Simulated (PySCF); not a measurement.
PySCF input (HF/def2-TZVPD):

```python
from pyscf import gto, scf, dft

mol = gto.M(
    atom='''
    Sn   -0.00000000   -0.00000000   -0.01222181
    O    -0.00000000   -0.00000000   -1.81101756
    O     0.00000000    0.00000000    1.88740388
    ''',
    basis='def2-tzvpd',
    ecp='def2-tzvp',
    charge=1,
    spin=1,
    symmetry='C2v',
    verbose=4,
)

mf = scf.UHF(mol).density_fit(auxbasis='def2-universal-jkfit')
mf.conv_tol = 1e-9
mf.max_cycle = 100
mf.max_memory = 1500
mf.kernel()
if not mf.converged:
    mf = mf.newton()
    mf.kernel(mf.make_rdm1())
mf.analyze()
```

Output:

```
ECP def2-tzvp not found for  O
PySCF version 2.14.0

[INPUT] verbose = 4
[INPUT] num. atoms = 3
[INPUT] num. electrons = 37
[INPUT] charge = 1
[INPUT] spin (= nelec alpha-beta = 2S) = 1
[INPUT] symmetry C2v subgroup None
[INPUT] Mole.unit = angstrom
[INPUT] Symbol           X                Y                Z      unit          X                Y                Z       unit  Magmom
[INPUT]  1 Sn     0.000000000000   0.000000000000  -0.012221810000 AA    0.000000000000   0.000000000000  -0.023095873646 Bohr   0.0
[INPUT]  2 O      0.000000000000   0.000000000000  -1.811017560000 AA    0.000000000000   0.000000000000  -3.422327195178 Bohr   0.0
[INPUT]  3 O      0.000000000000   0.000000000000   1.887403880000 AA    0.000000000000   0.000000000000   3.566676419641 Bohr   0.0

nuclear repulsion = 109.961833358179
point group symmetry = Coov, use subgroup C2v
symmetry origin: [0.00000000e+00 0.00000000e+00 1.71793284e-09]
symmetry axis x: [1. 0. 0.]
symmetry axis y: [0. 1. 0.]
symmetry axis z: [0. 0. 1.]
num. orbitals of irrep A1 = 60
num. orbitals of irrep A2 = 14
num. orbitals of irrep B1 = 31
num. orbitals of irrep B2 = 31
number of shells = 46
number of NR pGTOs = 207
number of NR cGTOs = 136
basis = def2-tzvpd
ecp = def2-tzvp

******** <class 'pyscf.df.df_jk.DFSymAdaptedUHF'> ********
method = DFSymAdaptedUHF
initial guess = minao
damping factor = 0
level_shift factor = 0
DIIS = <class 'pyscf.scf.diis.CDIIS'>
diis_start_cycle = 1
diis_space = 8
diis_damp = 0
SCF conv_tol = 1e-09
SCF conv_tol_grad = None
SCF max_cycles = 100
direct_scf = False
number electrons alpha = 19  beta = 18
Freeze 0 electrons in irreps []
    37 free electrons in irreps A1 A2 B1 B2
Set gradient conv threshold to 3.16228e-05
******** <class 'pyscf.df.df.DF'> ********
auxbasis = def2-universal-jkfit
init E= -325.211730568096
alpha HOMO (B2) = -0.787867573838605  LUMO (A1) = -0.623914617098343
beta  HOMO (B1) = -0.787867573838605  LUMO (B2) = -0.787867573838605

WARN: HOMO -0.787867573838605 >= LUMO -0.787867573838605

WARN: alpha-B1 HOMO -0.787867573838605 > system LUMO -0.787867573838605

WARN: alpha-B2 HOMO -0.787867573838605 > system LUMO -0.787867573838605

[...]
beta  HOMO (B2) = -0.70602424832926  LUMO (B2) = -0.270355323348982
  HOMO = -0.706024248329  LUMO = -0.270355323349  gap/eV = 11.85516
Extra cycle  E= -362.69493429218  delta_E= -9.77e-10  |g|= 1.91e-05  |ddm|= 5.05e-05
converged SCF energy = -362.69493429218  <S^2> = 0.79191757  2S+1 = 2.0414873
**** SCF Summaries ****
Total Energy =                        -362.694934292180278
Nuclear Repulsion Energy =             109.961833358179291
One-electron Energy =                 -791.478822992451455
Two-electron Energy =                  318.822055342091915
Two-electron Coulomb Energy =          352.170711683902596
DFT Exchange-Correlation Energy =      -33.348656341810681
HOMO-LUMO gap [eV] =                    11.855155294556761
Wave-function symmetry = B2
alpha occupancy for each irrep:     A1   A2   B1   B2
                                    10    1    4    4
beta  occupancy for each irrep:     A1   A2   B1   B2
                                    10    1    4    3
**** MO energy ****
alpha MO #1 (A1 #1), energy= -20.9250714364293 occ= 1
alpha MO #2 (A1 #2), energy= -20.8282317082565 occ= 1
alpha MO #3 (A1 #3), energy= -6.21828164857161 occ= 1
alpha MO #4 (B2 #1), energy= -4.41191913259924 occ= 1
alpha MO #5 (B1 #1), energy= -4.41052056142514 occ= 1
alpha MO #6 (A1 #4), energy= -4.39930667431285 occ= 1
alpha MO #7 (A1 #5), energy= -1.73118061951386 occ= 1
alpha MO #8 (A1 #6), energy= -1.6797535372539 occ= 1
alpha MO #9 (A2 #1), energy= -1.67975098253667 occ= 1
alpha MO #10 (B2 #2), energy= -1.67037638702455 occ= 1
alpha MO #11 (B1 #2), energy= -1.66861046831432 occ= 1
alpha MO #12 (A1 #7), energy= -1.59678512964053 occ= 1
alpha MO #13 (A1 #8), energy= -1.46244786707381 occ= 1
alpha MO #14 (B2 #3), energy= -0.935255014300668 occ= 1
alpha MO #15 (A1 #9), energy= -0.894444310209323 occ= 1
alpha MO #16 (B1 #3), energy= -0.840262496363593 occ= 1
alpha MO #17 (A1 #10), energy= -0.764336393899899 occ= 1
alpha MO #18 (B2 #4), energy= -0.734797413373527 occ= 1
alpha MO #19 (B1 #4), energy= -0.731384492073049 occ= 1
alpha MO #20 (A1 #11), energy= -0.25936050718391 occ= 0
alpha MO #21 (B2 #5), energy= -0.211717394993461 occ= 0
alpha MO #22 (B1 #5), energy= -0.203723781011499 occ= 0
alpha MO #23 (A1 #12), energy= -0.0809280671967443 occ= 0
alpha MO #24 (A1 #13), energy= -0.0644001767868516 occ= 0
alpha MO #25 (A2 #2), energy= -0.0523924196029466 occ= 0
alpha MO #26 (A1 #14), energy= -0.0522727588059251 occ= 0
alpha MO #27 (B2 #6), energy= -0.0239337537590396 occ= 0
alpha MO #28 (B1 #6), energy= -0.0184725386048621 occ= 0
alpha MO #29 (A1 #15), energy= -0.0130983082092904 occ= 0
alpha MO #30 (B2 #7), energy= -0.00337453683030642 occ= 0
alpha MO #31 (B1 #7), energy= -0.00107999674255232 occ= 0
alpha MO #32 (A1 #16), energy= 0.0309355098727231 occ= 0
alpha MO #33 (B2 #8), energy= 0.0632163464917559 occ= 0
alpha MO #34 (B1 #8), energy= 0.0664776419234636 occ= 0
alpha MO #35 (A1 #17), energy= 0.0979438023766974 occ= 0
alpha MO #36 (B2 #9), energy= 0.111749350536773 occ= 0
alpha MO #37 (B1 #9), energy= 0.113129314513781 occ= 0
alpha MO #38 (A1 #18), energy= 0.125262272324886 occ= 0
alpha MO #39 (A2 #3), energy= 0.146261051539907 occ= 0
alpha MO #40 (A1 #19), energy= 0.146380715577021 occ= 0
alpha MO #41 (A1 #20), energy= 0.153922331290404 occ= 0
alpha MO #42 (B2 #10), energy= 0.222914606418362 occ= 0
alpha MO #43 (B1 #10), energy= 0.233568123410722 occ= 0
alpha MO #44 (A1 #21), energy= 0.250264901926062 occ= 0
alpha MO #45 (A1 #22), energy= 0.250622117005282 occ= 0
alpha MO #46 (A2 #4), energy= 0.250649666739351 occ= 0
alpha MO #47 (A1 #23), energy= 0.260259318369853 occ= 0
alpha MO #48 (A1 #24), energy= 0.388025627758 occ= 0
alpha MO #49 (A2 #5), energy= 0.389209266902972 occ= 0
alpha MO #50 (A1 #25), energy= 0.403198991250425 occ= 0
alpha MO #51 (A1 #26), energy= 0.428237902241065 occ= 0
alpha MO #52 (B2 #11), energy= 0.437069346234203 occ= 0
alpha MO #53 (B1 #11), energy= 0.449105677148294 occ= 0
alpha MO #54 (B2 #12), energy= 0.490322463227415 occ= 0
alpha MO #55 (B1 #12), energy= 0.493338632789659 occ= 0
alpha MO #56 (B2 #13), energy= 0.568800820804976 occ= 0
alpha MO #57 (B1 #13), energy= 0.590056584027638 occ= 0
alpha MO #58 (B2 #14), energy= 0.60714930066854 occ= 0
alpha MO #59 (B1 #14), energy= 0.607152001914984 occ= 0
alpha MO #60 (B2 #15), energy= 0.640655223372439 occ= 0
alpha MO #61 (B1 #15), energy= 0.645011819308726 occ= 0
alpha MO #62 (A1 #27), energy= 0.678041443764169 occ= 0
alpha MO #63 (A1 #28), energy= 0.700026081859718 occ= 0
alpha MO #64 (A1 #29), energy= 0.755701065438814 occ= 0
alpha MO #65 (A2 #6), energy= 0.755738802765542 occ= 0
alpha MO #66 (A1 #30), energy= 0.819944322052642 occ= 0
alpha MO #67 (B2 #16), energy= 0.870723716852663 occ= 0
alpha MO #68 (A1 #31), energy= 0.882466512839372 occ= 0
alpha MO #69 (B1 #16), energy= 0.882606774195748 occ= 0
alpha MO #70 (B2 #17), energy= 0.935361156006505 occ= 0
alpha MO #71 (B1 #17), energy= 0.946422268661572 occ= 0
alpha MO #72 (A1 #32), energy= 1.04904438223877 occ= 0
alpha MO #73 (A1 #33), energy= 1.09765369042657 occ= 0
alpha MO #74 (A2 #7), energy= 1.11531193769873 occ= 0
alpha MO #75 (A1 #34), energy= 1.11532445442092 occ= 0
alpha MO #76 (B2 #18), energy= 1.12496890229156 occ= 0
alpha MO #77 (B1 #18), energy= 1.12942372439039 occ= 0
alpha MO #78 (A1 #35), energy= 1.27100198305242 occ= 0
alpha MO #79 (A1 #36), energy= 1.40517375110787 occ= 0
alpha MO #80 (A2 #8), energy= 1.65759362637402 occ= 0
alpha MO #81 (A1 #37), energy= 1.65799182169963 occ= 0
alpha MO #82 (A2 #9), energy= 1.78962275875103 occ= 0
alpha MO #83 (A1 #38), energy= 1.78962439134798 occ= 0
alpha MO #84 (B2 #19), energy= 1.84246495378683 occ= 0
alpha MO #85 (B1 #19), energy= 1.87825733102954 occ= 0
alpha MO #86 (B2 #20), energy= 2.077297076026 occ= 0
alpha MO #87 (B1 #20), energy= 2.08569004060141 occ= 0
alpha MO #88 (B2 #21), energy= 2.20768941100355 occ= 0
alpha MO #89 (B1 #21), energy= 2.20768942555293 occ= 0
alpha MO #90 (A1 #39), energy= 2.2179473851384 occ= 0
alpha MO #91 (A2 #10), energy= 2.30368564765207 occ= 0
alpha MO #92 (A1 #40), energy= 2.30376510770229 occ= 0
alpha MO #93 (A1 #41), energy= 2.35888673724185 occ= 0
alpha MO #94 (B2 #22), energy= 2.55478124417252 occ= 0
alpha MO #95 (B1 #22), energy= 2.56280981597862 occ= 0
alpha MO #96 (A1 #42), energy= 2.61601935700599 occ= 0
alpha MO #97 (B2 #23), energy= 2.83171443816756 occ= 0
alpha MO #98 (B1 #23), energy= 2.88846630939195 occ= 0
alpha MO #99 (B2 #24), energy= 3.04802835103279 occ= 0
alpha MO #100 (B1 #24), energy= 3.0583257442008 occ= 0
alpha MO #101 (A1 #43), energy= 3.13124638646763 occ= 0
alpha MO #102 (A1 #44), energy= 3.24827615678164 occ= 0
[...]
```
